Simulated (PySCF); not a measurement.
Si(F)(SiH3) (FH₃Si₂), SMILES F[Si][SiH3] (connectivity only; charge and spin as stated), neutral, multiplicity 1. Heavy atoms are numbered as in [Si:1]([F:2])[SiH3:3]. Hydrogens are named by the atom that carries them.

The structure is a stationary point at B3LYP-D3(BJ)/def2-TZVP.

Method: HF/pcSseg-2 in PySCF.

GIAO shieldings, no solvent; atoms alike by connectivity are averaged. δ = σ(ref) − σ: ²⁹Si against TMS (σ = 383.2 ppm); ¹⁹F against CFCl3 (σ = 237.3 ppm); ¹H against TMS (σ = 31.98 ppm), references at their B3LYP-D3(BJ)/def2-TZVP geometries, non-relativistic.

Computed chemical shifts:
| nucleus | atoms | count | δ (ppm) |
|---|---|---|---|
| ²⁹Si | Si1 | 1 | 791.8 |
| ²⁹Si | Si3 (SiH3) | 1 | -103.8 |
| ¹⁹F | F2 | 1 | 166.7 |
| ¹H | H on Si3 | 3 | 3.08 |
